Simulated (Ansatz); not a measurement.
A structure relaxed at r2SCAN/def2-TZVP in Ansatz, charge 0, singlet:

| atom | x (Å) | y (Å) | z (Å) |
| --- | --- | --- | --- |
| Hg1 | -1.388 | 0.954 | -0.922 |
| Hg2 | 0.747 | 0.709 | 1.621 |
| Hg3 | 0.640 | -1.663 | -0.698 |

**Question.** Give its formula and point group.

**Answer.** the cluster Hg₃. Point group D3h (tolerance 0.1 Å).

**Question.** Summarise the bond lengths by kind (pairs closer than 1.2 times the sum of covalent radii, bridged metal pairs left out).

**Answer.** .

In the def2 sets Hg takes a core potential; there is no spin–orbit coupling. The structure comes from a short search, and lower isomers may exist.
